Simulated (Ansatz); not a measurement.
Computed with Ansatz on PBE0-D4/def2-TZVP structures; ΔE is electronic, products minus reactants. CCSD(T)/CBS is the MP2 limit (def2-TZVPP, def2-QZVPP) plus CCSD(T) − MP2 in def2-TZVPP, frozen cores. This one scheme is used for every species. DFT in def2-TZVPP. B3LYP here is the variant with VWN-RPA as its local correlation; programs differ in this. Elements past krypton have def2 core potentials. For Sn outer-core shells are correlated without core-valence functions, which leaves a few kJ/mol of doubt a bond. One conformer a species, not always the lowest.

Reaction (ligand exchange at the Si–N bond): `N[SiH2][SiH3]` + `[OH][SnH3]` → `[SiH3][SiH2][O][SnH3]` + NH₃

`N[SiH2][SiH3]`:

Z-matrix (Å, degrees):
```
Si
Si 1 2.341
N 1 1.724 2 108.6
H 1 1.497 2 108.1 3 -126.1
H 1 1.488 2 110.7 3 117.7
H 2 1.489 1 110.3 3 173.7
H 2 1.491 1 110.1 3 54.6
H 2 1.488 1 111.4 3 -65.4
H 3 1.008 1 119.6 2 167.4
H 3 1.007 1 119.6 2 -50.6
```

`[OH][SnH3]`:

Z-matrix (Å, degrees):
```
Sn
O 1 1.970
H 1 1.709 2 108.5
H 1 1.698 2 103.1 3 119.8
H 1 1.709 2 108.5 3 -120.5
H 2 0.959 1 113.2 3 60.0
```

`[SiH3][SiH2][O][SnH3]`:

Z-matrix (Å, degrees):
```
Si
Si 1 2.342
H 1 1.489 2 111.0
H 1 1.489 2 111.0 3 -120.6
H 1 1.490 2 109.8 3 119.7
O 2 1.632 1 109.1 3 60.3
H 2 1.496 1 109.6 3 -61.7
H 2 1.496 1 109.6 3 -177.7
Sn 6 1.965 2 135.8 1 180.0
H 9 1.699 6 103.8 2 -179.8
H 9 1.704 6 106.6 2 60.4
H 9 1.704 6 106.6 2 -60.0
```

NH₃:

Z-matrix (Å, degrees):
```
N
H 1 1.013
H 1 1.013 2 107.1
H 1 1.013 2 107.1 3 -114.5
```

| species | B3LYP-D4 energy (Eh) |
| --- | --- |
| `N[SiH2][SiH3]` | -638.06687 |
| `[OH][SnH3]` | -292.03592 |
| `[SiH3][SiH2][O][SnH3]` | -873.53788 |
| NH₃ | -56.58929 |

Work out ΔE.

ΔE = (-873.53788) + (-56.58929) − (-638.06687) − (-292.03592) = -0.02438 Eh = -0.66 eV. CCSD(T)/CBS gives -0.68 eV.

Largest T1 diagnostic among the species: 0.014.

In def2-TZVPP, CCSD(T) changes the Hartree–Fock value by +0.05 eV (the triples alone add +0.00 eV) and MP2 by +0.06 eV. From PBE to PBE0 (25 % exact exchange), in def2-TZVPP and without D4, ΔE moves by −0.03 eV.
